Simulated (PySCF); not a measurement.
# Polarisability and C₆ of Ti (titanium, neutral)

[Ar] 3d3 4s1, high-spin 5F determinant (an excited configuration). All numbers are calculated (PySCF 2.14, the spin-free X2C one-electron Hamiltonian (Gaussian nucleus), in aug-cc-pwCVTZ-DK (10s9p7d4f3g, 127 functions)). Coupled (time-dependent) response in atomic units; α is the mean over directions.

```tsv
method	mean α (bohr³)	C₆ (like pair)	S(−4)
PBE0	115.5	1138	12310
```

S(−4) is the Cauchy moment in α(ω) = α(0) + S(−4) ω² + …

α(iu) at PBE0:

| u (hartree) | α(iu) (bohr³) |
| --- | --- |
| 0 | 115.5 |
| 0.0500 | 92.85 |
| 0.100 | 61.93 |
| 0.200 | 30.37 |
| 0.300 | 18.48 |
| 0.500 | 9.645 |
| 0.750 | 5.764 |
| 1.00 | 4.007 |
| 1.50 | 2.362 |
| 2.00 | 1.583 |
| 3.00 | 0.8621 |
| 5.00 | 0.3770 |

A single London oscillator, α(iu) = α/(1 + u²/ω²), gives C₆ = (3/4) ω α². Matching the computed C₆ needs ω = 4 × 1138 / (3 × 115.5²) = 0.114 hartree.
